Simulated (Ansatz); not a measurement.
Reaction (formal exchange of groups at a B–Si bond): `B[SiH2][CH2][GeH3]` + `OC1=CCO1` → `BC1=CCO1` + `O[SiH2][CH2][GeH3]`

Isolated molecules relaxed with PBE0-D4/def2-TZVP in Ansatz; ΔE leaves out vibrations. CBS: MP2 limit from def2 TZ/QZ plus the TZ coupled-cluster correction, frozen cores. For Ge outer-core shells are correlated without core-valence functions, which leaves a few kJ/mol of doubt a bond. Scalar relativity is left out up to krypton. Each species was taken in one conformer, which may not be the lowest.

`B[SiH2][CH2][GeH3]`:

Cartesian coordinates in Å:
```
B -2.607 0.377 -0.867
Si -0.600 0.404 -0.762
C 0.167 -0.417 0.738
Ge 2.123 -0.345 0.775
H -3.151 0.866 -1.815
H -3.308 -0.102 -0.023
H -0.171 1.836 -0.815
H -0.067 -0.239 -2.003
H -0.137 -1.467 0.777
H -0.210 0.060 1.648
H 2.595 1.119 0.770
H 2.697 -1.055 -0.464
H 2.668 -1.037 2.039
```

`OC1=CCO1`:

```xyz
9

O    -1.226    1.404    0.910
C    -0.467    0.475    0.354
C    -0.317   -0.852    0.379
C     0.787   -0.629   -0.616
O     0.505    0.818   -0.540
H    -0.954    2.264    0.569
H    -0.767   -1.692    0.873
H     1.812   -0.814   -0.290
H     0.628   -0.974   -1.639
```

`BC1=CCO1`:

Z-matrix (Å, degrees):
```
C
O 1 1.448
C 1 1.971 2 45.2
C 1 1.491 2 88.4 3 0.0
H 1 1.093 2 111.2 3 -118.3
H 1 1.093 2 111.2 3 118.3
B 3 1.523 2 126.9 1 180.0
H 4 1.078 1 136.5 2 -180.0
H 7 1.193 3 121.3 2 -0.0
H 7 1.194 3 117.6 2 -180.0
```

`O[SiH2][CH2][GeH3]`:

Z-matrix (Å, degrees):
```
Si
C 1 1.861
O 1 1.651 2 112.2
H 1 1.483 2 109.7 3 116.4
H 1 1.492 2 109.8 3 -122.9
Ge 2 1.962 1 113.6 3 -46.4
H 2 1.094 1 110.8 3 75.7
H 2 1.095 1 108.7 3 -167.0
H 3 0.957 1 118.2 2 -72.4
H 6 1.537 2 110.0 1 72.4
H 6 1.538 2 110.2 1 -47.9
H 6 1.540 2 110.0 1 -167.9
```

```tsv
level	ΔE (eV)
HF/def2-TZVPP	-1.91
MP2/def2-TZVPP	-2.02
HF/def2-QZVPP	-1.92
SCS-MP2/def2-QZVPP	-2.05
```

Question: What does CCSD(T)/CBS give? (An estimate is asked.)

Answer: The calculation gave: -1.97 eV. The listed levels differ from it by 0.06, -0.05, 0.05, -0.08 eV.

Largest T1 diagnostic among the species: 0.014.
